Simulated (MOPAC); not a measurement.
MOPAC input (PM7):

```
PM7 PRECISE GNORM=0.05 LET XYZ CHARGE=1 GEO-OK AUX(PRECISION=9) THREADS=1
H6BO2Si

O     0.55891900 1    1.27125400 1   -1.10814600 1
B     0.32045000 1    0.26917800 1   -0.28511400 1
O     1.63643900 1   -0.43395700 1   -0.07804800 1
Si   -1.30606600 1   -0.47562400 1    0.68854900 1
H    -0.16158100 1    1.85634100 1   -1.37398600 1
H     2.45198900 1   -0.12358900 1   -0.51819000 1
H     1.74847500 1   -1.21468700 1    0.48880700 1
H    -2.28230600 1   -0.85882400 1   -0.34870400 1
H    -0.83270600 1   -1.64496100 1    1.46124700 1
H    -1.80406600 1    0.60019000 1    1.56627400 1
```

Output:

```
 *******************************************************************************
 **                                                                           **
 **                              MOPAC v23.2.5                                **
 **                                                                           **
 *******************************************************************************
 ** MOPAC's Digital Object Identifier: https://doi.org/10.5281/zenodo.6511958 **
 **                                                                           **
 ** Please cite the open-source release paper for use of this MOPAC version:  **
 ** J. E. Moussa and J. J. P. Stewart (2026)                                  **
 ** MOPAC: An open-source semiempirical molecular orbital program             **
 ** J. Open Source Softw., 11(119), 8025, https://doi.org/10.21105/joss.08025 **
 *******************************************************************************

                              PM7 CALCULATION RESULTS

 *******************************************************************************
 *  PM7        - The PM7 Hamiltonian to be used
 *  GEO-OK     - OVERRIDE INTERATOMIC DISTANCE AND OTHER SAFETY CHECKS
 *
 *
 *
 *                 CHARGE ON SYSTEM = +1
 *
 *
 *
 *  LET        - OVERRIDE SOME SAFETY CHECKS
 *  PRECISE    - TIGHTER CRITERIA TO BE USED
 *  XYZ        - CARTESIAN COORDINATE SYSTEM TO BE USED
 *  GNORM      - EXIT WHEN GRADIENT NORM DROPS BELOW 0.050
 *  AUX        - OUTPUT AUXILIARY INFORMATION
 *******************************************************************************
PM7 PRECISE GNORM=0.05 LET XYZ CHARGE=1 GEO-OK AUX(PRECISION=9) THREADS=1
 H6BO2Si

   ATOM   CHEMICAL          X               Y               Z
  NUMBER   SYMBOL      (ANGSTROMS)     (ANGSTROMS)     (ANGSTROMS)

     1       O          0.55891900  *   1.27125400  *  -1.10814600  *
     2       B          0.32045000  *   0.26917800  *  -0.28511400  *
     3       O          1.63643900  *  -0.43395700  *  -0.07804800  *
     4      Si         -1.30606600  *  -0.47562400  *   0.68854900  *
     5       H         -0.16158100  *   1.85634100  *  -1.37398600  *
     6       H          2.45198900  *  -0.12358900  *  -0.51819000  *
     7       H          1.74847500  *  -1.21468700  *   0.48880700  *
     8       H         -2.28230600  *  -0.85882400  *  -0.34870400  *
     9       H         -0.83270600  *  -1.64496100  *   1.46124700  *
    10       H         -1.80406600  *   0.60019000  *   1.56627400  *

          CARTESIAN COORDINATES

    NO.       ATOM           X           Y           Z

     1         O          0.5589      1.2713     -1.1081
     2         B          0.3205      0.2692     -0.2851
     3         O          1.6364     -0.4340     -0.0780
     4        Si         -1.3061     -0.4756      0.6885
     5         H         -0.1616      1.8563     -1.3740
     6         H          2.4520     -0.1236     -0.5182
     7         H          1.7485     -1.2147      0.4888
     8         H         -2.2823     -0.8588     -0.3487
     9         H         -0.8327     -1.6450      1.4612
    10         H         -1.8041      0.6002      1.5663

 General Reference for PM7:
 "Optimization of Parameters for Semiempirical Methods VI: More Modifications to the
 NDDO Approximations and Re-optimization of Parameters", J. J. P. Stewart, J. Mol. Mod., 1:32, 19 (2013)
 https://link.springer.com/article/10.1007/s00894-012-1667-x

           Empirical Formula: H6 O2 B Si  =    10 atoms

      MOLECULAR POINT GROUP   :   Cs

      RHF CALCULATION, NO. OF DOUBLY OCCUPIED LEVELS = 12

          Geometry optimization using EF

          DIAGONAL MATRIX USED AS START HESSIAN

 CYCLE:     1  GRAD.:    62.621 HEAT:  51.67578
 CYCLE:     2  GRAD.:   180.022 HEAT:  62.47200
 CYCLE:     3  GRAD.:    65.408 HEAT:  51.03965
 CYCLE:     4  GRAD.:   165.647 HEAT:  61.06691
 CYCLE:     5  GRAD.:    83.831 HEAT:  51.27324
 CYCLE:     6  GRAD.:   131.591 HEAT:  58.71472
 CYCLE:     7  GRAD.:    45.177 HEAT:  48.67137
 CYCLE:     8  GRAD.:   124.807 HEAT:  56.00376
 CYCLE:     9  GRAD.:    35.033 HEAT:  47.80543
 CYCLE:    10  GRAD.:    78.092 HEAT:  50.86680
 CYCLE:    11  GRAD.:    12.217 HEAT:  47.07934
 CYCLE:    12  GRAD.:    32.680 HEAT:  47.50162
 CYCLE:    13  GRAD.:     4.551 HEAT:  46.86562
 CYCLE:    14  GRAD.:     5.046 HEAT:  46.76642
 CYCLE:    15  GRAD.:    24.280 HEAT:  46.68085
 CYCLE:    16  GRAD.:     7.727 HEAT:  46.42568
 CYCLE:    17  GRAD.:     3.577 HEAT:  46.36607
 CYCLE:    18  GRAD.:     7.555 HEAT:  46.29235
 CYCLE:    19  GRAD.:     5.283 HEAT:  46.23240
 CYCLE:    20  GRAD.:     7.748 HEAT:  46.14686
 CYCLE:    21  GRAD.:     8.316 HEAT:  46.02788
 CYCLE:    22  GRAD.:     4.663 HEAT:  45.98088
 CYCLE:    23  GRAD.:    28.428 HEAT:  46.24642
 CYCLE:    24  GRAD.:     3.361 HEAT:  45.90419
 CYCLE:    25  GRAD.:     2.034 HEAT:  45.86833
 CYCLE:    26  GRAD.:    35.761 HEAT:  46.48792
 CYCLE:    27  GRAD.:     1.861 HEAT:  45.84040
 CYCLE:    28  GRAD.:     1.222 HEAT:  45.82577
 CYCLE:    29  GRAD.:    12.388 HEAT:  45.89190
 CYCLE:    30  GRAD.:     2.107 HEAT:  45.80756
 CYCLE:    31  GRAD.:     1.776 HEAT:  45.80386
 CYCLE:    32  GRAD.:     1.515 HEAT:  45.79878
 CYCLE:    33  GRAD.:     1.199 HEAT:  45.79650
 CYCLE:    34  GRAD.:     0.910 HEAT:  45.79292
 CYCLE:    35  GRAD.:     0.347 HEAT:  45.79228
 CYCLE:    36  GRAD.:     0.218 HEAT:  45.79209
 CYCLE:    37  GRAD.:     0.231 HEAT:  45.79181
 CYCLE:    38  GRAD.:     0.202 HEAT:  45.79165
 CYCLE:    39  GRAD.:     0.062 HEAT:  45.79158
 CYCLE:    40  GRAD.:     0.031 HEAT:  45.79157

     GRADIENT =  0.03136 IS LESS THAN CUTOFF =  0.05000

 -------------------------------------------------------------------------------
 PM7 PRECISE GNORM=0.05 LET XYZ CHARGE=1 GEO-OK AUX(PRECISION=9) THREADS=1
 H6BO2Si

     GEOMETRY OPTIMISED USING EIGENVECTOR FOLLOWING (EF).
     SCF FIELD WAS ACHIEVED

                              PM7 CALCULATION
                                                       MOPAC v23.2.5 Linux

          FINAL HEAT OF FORMATION =         45.79157 KCAL/MOL =     191.59193 KJ/MOL

          COSMO AREA              =        122.77 SQUARE ANGSTROMS
          COSMO VOLUME            =        109.80 CUBIC ANGSTROMS

          GRADIENT NORM           =          0.03136          =       0.00992 PER ATOM
          IONIZATION POTENTIAL    =         15.555325 EV
          HOMO LUMO ENERGIES (EV) =        -15.555 -4.868
          NO. OF FILLED LEVELS    =         12
          MOLECULAR WEIGHT        =         76.9417         POINT GROUP:  Cs

          MOLECULAR DIMENSIONS (Angstroms)

            Atom       Atom       Distance
            H     9    H     5     5.02077
            H     6    H    10     4.31591
            H     8    H     6     2.31105

          SCF CALCULATIONS        =         41

   ATOM   CHEMICAL          X               Y               Z
  NUMBER   SYMBOL      (ANGSTROMS)     (ANGSTROMS)     (ANGSTROMS)

     1       O          0.38546555  *   1.27488423  *  -1.06758943  *
     2       B          0.24178752  *   0.27231980  *  -0.26786217  *
     3       O          1.68597512  *  -0.41042322  *  -0.10835396  *
     4      Si         -1.33519927  *  -0.50338983  *   0.71698722  *
     5       H          0.69544507  *   1.92624112  *  -1.64127119  *
     6       H          2.48727177  *  -0.07220581  *  -0.56615358  *
     7       H          1.92020896  *  -1.19666121  *   0.43217332  *
     8       H         -2.32245680  *  -0.89307643  *  -0.28182215  *
     9       H         -0.90194658  *  -1.65919425  *   1.48940167  *
    10       H         -1.85360067  *   0.53741932  *   1.59566174  *

                             CARTESIAN COORDINATES

   1    O        0.385465550     1.274884230    -1.067589428
   2    B        0.241787516     0.272319795    -0.267862173
   3    O        1.685975123    -0.410423222    -0.108353959
   4   Si       -1.335199270    -0.503389828     0.716987223
   5    H        0.695445074     1.926241118    -1.641271188
   6    H        2.487271773    -0.072205808    -0.566153582
   7    H        1.920208962    -1.196661210     0.432173315
   8    H       -2.322456802    -0.893076427    -0.281822150
   9    H       -0.901946577    -1.659194246     1.489401673
  10    H       -1.853600674     0.537419316     1.595661742

           Empirical Formula: H6 O2 B Si  =    10 atoms

      MOLECULAR POINT GROUP   :   Cs

                  EIGENVALUES
 -36.44419 -34.99809 -25.98820 -25.14675 -23.64645 -22.39241 -20.13885 -18.99499
 -18.98490 -16.66575 -16.60009 -15.55533  -4.86823  -4.81636  -3.51909  -2.50992
  -1.41564  -1.34720  -1.32490  -0.28160   1.50349   3.49407  16.31399  16.38361
  16.87471  17.11531  17.19441

              NET ATOMIC CHARGES AND DIPOLE CONTRIBUTIONS

  ATOM NO.   TYPE          CHARGE      No. of ELECS.   s-Pop       p-Pop       d-Pop
    1          O          -0.623461        6.6235     1.60170     5.02176
    2          B           0.656436        2.3436     0.93087     1.41270
    3          O          -0.569004        6.5690     1.69333     4.87568
    4         Si           0.098649        3.9014     0.93652     2.87207     0.09276
    5          H           0.436788        0.5632     0.56321
    6          H           0.417711        0.5823     0.58229
    7          H           0.435202        0.5648     0.56480
    8          H           0.055982        0.9440     0.94402
    9          H           0.035718        0.9643     0.96428
   10          H           0.055979        0.9440     0.94402
 DIPOLE           X         Y         Z       TOTAL
 POINT-CHG.     3.661    -1.141    -0.045     3.834
 HYBRID         1.913     0.933    -1.189     2.438
 SUM            5.573    -0.207    -1.234     5.712

          ATOMIC ORBITAL ELECTRON POPULATIONS

     Atom    s        px        py        pz      x^2-y^2     xz        z^2       yz        xy
    1  O   1.60170   1.82015   1.57202   1.62960
    2  B   0.93087   0.55175   0.43705   0.42391
    3  O   1.69333   1.49465   1.62725   1.75377
    4 Si   0.93652   0.87992   1.00534   0.98681   0.01582   0.02769   0.00341   0.02942   0.01642
    5  H   0.56321
    6  H   0.58229
    7  H   0.56480
    8  H   0.94402
    9  H   0.96428
   10  H   0.94402

 **********************
 *                    *
 * JOB ENDED NORMALLY *
 *                    *
 **********************

 == MOPAC DONE ==
```

The dipole moment of an ion depends on the origin.

The geometry given is a B3LYP-D3(BJ)/def2-TZVP minimum.
